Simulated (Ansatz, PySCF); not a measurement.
CH₆AlO₄Si, doublet, at a GFN2-xTB geometry (such geometries of metal compounds can be far from the true shape) (the spin is typed, not shown lowest). Base run: PySCF with HF/STO-3G.

The PySCF input:
```python
from pyscf import gto, scf

mol = gto.Mole()
mol.atom = '''
    Al   -0.85592216    1.61403498    1.17226343
    C    -2.88406648    1.74480945    1.23865118
    H    -3.34457240    0.87286602    1.71066228
    H    -3.32937802    1.84784851    0.24558581
    H    -3.17115948    2.62297550    1.82100228
    O     0.00993492    0.45099276    0.32701131
    Si    0.76737054   -0.73001050   -0.52437645
    O     0.59260543   -2.15006435    0.23393206
    O     2.34454825   -0.38811200   -0.65596802
    O     0.12888056   -0.84249895   -2.00810498
    H    -0.26408299   -2.56548399    0.22179979
    H     2.88446748   -0.42705085    0.12756985
    H     0.30517176   -0.14485963   -2.63164443
'''
mol.basis = 'sto-3g'
mol.spin = 1
mol.verbose = 4
mol.build()

mf = scf.UHF(mol)
mf.kernel()
```

The same geometry, method and basis name were run in Ansatz (a quantum-chemistry and plane-wave program) and PySCF, at each program's defaults and at the settings that a row names. The base is PySCF at its defaults. Differences at the defaults can come from grids, fitting, cores and function types together.

| code and settings | ΔE vs base (µEh) | basis functions | E (Eh) | SCF cycles | dipole (D) |
|---|---|---|---|---|---|
| PySCF, defaults (exact integrals, spherical functions) | 0.0 | 49 | -860.96651 | 12 | 2.52 |
| Ansatz, defaults (factorised integrals, spherical functions) | 21.1 | 49 | -860.96649 | - | - |
| PySCF, density fitting with def2-universal-jkfit | -888 | 49 | -860.96740 | 12 | 2.52 |
| Ansatz, high accuracy | -0.1 | 49 | -860.96651 | - | - |

Open shells are given as the SCF converged; they aren't shown to be the lowest states, and a large step between rows can be another state.
